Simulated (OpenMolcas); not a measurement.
Computed levels of 4d3 in ions with 39 electrons, in cm-1 above 4F 3/2.

| Item | Value |
| --- | --- |
| Program | OpenMolcas |
| Method | MS-CASPT2, IPEA 0.25 Eh, imaginary shift 0.1 Eh |
| Basis | ANO-R2 |
| Scalar Hamiltonian | X2C, finite nucleus |
| Spin-orbit coupling | RASSI with atomic mean-field integrals over the reference wave functions, term energies averaged over their components |

Active space for each ion: 3 electrons in 10 orbitals (4d 5d); closed shells correlated by CASPT2: 4s 4p.

```
 Level   Nb2+   Tc4+   Ru5+   Rh6+   Pd7+
4F 5/2    518   1065   1424   1860   2460
4F 7/2   1183   2380   3150   4060   5260
4F 9/2   1954   3850   5030   6380   8120
4P 3/2   8480  11940  13710  14950  16250
4P 1/2   8630  11990  13830  15210  16740
2G 7/2   9470  13810  16150  18040  20160
4P 5/2   9800  13710  16070  18070  20430
2G 9/2  10070  14740  17230  19240  21470
2P 1/2  10080  17140  20310  22950  25830
```

Question: Estimate 4F 9/2, 4P 3/2, 4P 1/2 for Mo3+ from its neighbours Nb2+ and Tc4+.

Answer: 4F 9/2 is fine structure, which grows about as the fourth power of a screened charge, so the fourth roots are averaged: ((1954^0.25 + 3850^0.25) / 2)^4 = 2782. The calculation gives 2880, so the estimate is off by -3.4 %; the measured value is 2865 (Sugar and Musgrove, J. Phys. Chem. Ref. Data 17, 155 (1988)).
4P 3/2 is another term, which grows about linearly with the charge: (8480 + 11940) / 2 = 10210. The calculation gives 10440, so the estimate is off by -2.2 %; the measured value is 10331 (Sugar and Musgrove, J. Phys. Chem. Ref. Data 17, 155 (1988)).
4P 1/2 is another term, which grows about linearly with the charge: (8630 + 11990) / 2 = 10310. The calculation gives 10490, so the estimate is off by -1.7 %; the measured value is 10338 (Sugar and Musgrove, J. Phys. Chem. Ref. Data 17, 155 (1988)).

Mixed levels, with the weight of the term that names them: Nb2+ 4P 3/2 (59 %), Nb2+ 4P 1/2 (68 %), Nb2+ 2P 1/2 (68 %), Ru5+ 2G 9/2 (74 %), Rh6+ 2G 9/2 (68 %), Pd7+ 4P 3/2 (72 %), Pd7+ 2G 9/2 (60 %).

CASPT2 breaks the degeneracy within a term, and the mean is taken; among the terms shown or strongly mixed into the levels shown the widest spread is 900 cm-1 (4d3 4F, Pd7+). Active for correlation alone: 5d; no level in the range computed is led by a configuration that fills it, so any true level of that kind is missing. The CASPT2 spread within a term exceeds the gap to the next term for 4d3 2G and 4d3 2P, so the order of their levels is uncertain (holds for Nb2+). Computed and measured levels are paired by configuration, term and J; levels that our copy of the source lacks, or whose pairing is in doubt (as where it misses far off the trend of its configuration), stay unpaired and out of the deviations. Only configurations of the active space appear.
